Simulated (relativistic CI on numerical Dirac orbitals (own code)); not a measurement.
# Os⁶⁺: 4d photoemission

Computed with this model: Dirac-Coulomb-Breit CI, separate exchange-only KLI orbitals for each configuration, model QED, valence Slater integrals scaled by 0.7, multiplet model of photoemission in the sudden approximation; configurations [Xe] 4f14 5d2 → [Kr] 4d9 4f14 5s2 5p6 5d2; 300 K; Lorentzian 4.9 eV and Gaussian 0.6 eV FWHM. Energies are those of the free ion, without screening or charge transfer. The energies are binding energies and can lie tens of eV above those of solids. S is read from ⟨S²⟩ = S(S + 1).

free ion: ground-state S = 0.91, centroid 381.07 eV. Peaks (eV, height): 375.0 (100), 389.8 (61).

Strongest unbroadened transitions for free ion:

```tsv
Energy (eV)	Relative strength
374.79	51.2
374.81	38.4
374.88	19.8
375.07	100.0
375.17	78.3
376.37	2.2
376.77	5.0
377.17	1.2
377.36	1.4
380.70	2.3
389.42	19.5
389.53	79.3
389.65	58.5
391.18	0.8
391.42	12.9
392.85	9.4
393.06	14.5
393.95	0.9
```
